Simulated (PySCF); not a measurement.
CH₇GeNSi₂, SMILES [SiH3][C]1=N[SiH2][GeH2]1. Atoms are numbered in the order given.

```xyz
12

Si    -0.1055     2.6287     0.0000
C     -0.3623     0.7496     0.0000
N     -1.5365     0.2137     0.0000
Si    -1.2393    -1.5694     0.0000
Ge     0.9875    -0.7501     0.0000
H     -1.4032     3.3574     0.0000
H      0.6935     2.9925     1.2084
H      0.6935     2.9925    -1.2084
H     -1.7934    -2.2370    -1.2115
H     -1.7934    -2.2370     1.2115
H      1.8807    -0.8451    -1.2490
H      1.8807    -0.8451     1.2490
```

The structure is a stationary point at ωB97X-D3(BJ)/def2-SVP. The structure was generated by enumeration, and PubChem lists no compound with its InChIKey, so it may never have been made.

Two levels are set side by side: PBE/pcSseg-1 (PySCF) and PBE0/pcSseg-1 (PySCF). GIAO shifts against GeH4 (⁷³Ge), NH3 (¹⁵N), TMS (²⁹Si), TMS (¹H), TMS (¹³C) at the same level; non-relativistic, no solvent, atoms listed together averaged. Differences are taken from unrounded values.

```tsv
quantity	PBE0
δ(²⁹Si) of Si1 (ppm)	-71.8
δ(¹³C) of C2 (ppm)	258.6
δ(¹⁵N) of N3 (ppm)	618.4
δ(²⁹Si) of Si4 (ppm)	-2.5
δ(⁷³Ge) of Ge5 (ppm)	193.7
δ(¹H) of H9, H10 (ppm)	6.13
δ(¹H) of H11, H12 (ppm)	5.80
```

Question: What does PBE give, and how far is it from PBE0? (An estimate is asked for; the answer gives what the named calculation found.)

Answer: 
| quantity | PBE | PBE minus PBE0 |
|---|---|---|
| δ(²⁹Si) of Si1 (ppm) | -77.4 | -5.6 |
| δ(¹³C) of C2 (ppm) | 255.8 | -2.8 |
| δ(¹⁵N) of N3 (ppm) | 601.0 | -17.4 |
| δ(²⁹Si) of Si4 (ppm) | -5.7 | -3.2 |
| δ(⁷³Ge) of Ge5 (ppm) | 213.6 | 19.9 |
| δ(¹H) of H9, H10 (ppm) | 6.30 | 0.17 |
| δ(¹H) of H11, H12 (ppm) | 6.15 | 0.35 |

Rough cost on one machine, each run with all the roots and properties that it gave: PBE0 against PBE within a factor of 2.
